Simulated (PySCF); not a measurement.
## Ca⁺: excitation energy

Ca⁺ [Ar] 4s1 (2S) → Ca⁺ [Ar] 3d1 (2D), as a difference of total energies. Calculation: PySCF 2.14, in aug-cc-pwCVTZ-X2C (9s8p6d3f, 84 functions); the spin-free X2C one-electron Hamiltonian (Gaussian nucleus). Correlated levels: valence and next inner shell: [Ne] frozen. The calculations carry no spin-orbit coupling.

```csv
method,excitation energy (eV),error (eV)
UHF,2.026,+0.329
MP2 (valence and next inner shell),2.014,+0.317
SCS-MP2 (valence and next inner shell),1.995,+0.298
CCSD (valence and next inner shell),2.002,+0.305
CCSD(T) (valence and next inner shell),2.013,+0.316
```

Reference: 1.697 eV (measured; NIST levels, between the centres of gravity of the two terms).

Errors of the correlated levels include the incompleteness of this basis and the frozen core.
